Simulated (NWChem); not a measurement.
Molecule: SiNH₂Br, singlet; SMILES Br[Si]N

```xyz
5

Si     0.7082     1.1779     0.0000
Br    -0.0143    -1.0224     0.0000
N     -0.8334     1.9385     0.0000
H     -1.7387     1.4781     0.0000
H     -0.9106     2.9512     0.0000
```
Atoms are numbered in this order, from 1.

Low-valent species are run as closed-shell singlets; no triplet was tried in these runs. Geometry: optimised at B3LYP/6-31G* (spherical d).

Spin-orbit effects, on the heavy nuclei and on their neighbours, are missing.

Problem. Give the principal values of the shielding tensors (ppm) of Si1, Br2, N3 from BHandHLYP/pcSseg-1, GIAO (NWChem), with their diamagnetic and paramagnetic parts as GIAO splits them.

Solution. 
| atom | σ11 | σ22 | σ33 | isotropic | diamagnetic | paramagnetic |
|---|---|---|---|---|---|---|
| Si1 | -191.2 | 283.6 | 319.7 | 137.4 | 874.7 | -737.3 |
| Br2 | 1152.0 | 2230.2 | 2834.1 | 2072.1 | 3126.1 | -1054.0 |
| N3 | -58.9 | 177.6 | 208.7 | 109.1 | 321.1 | -212.0 |
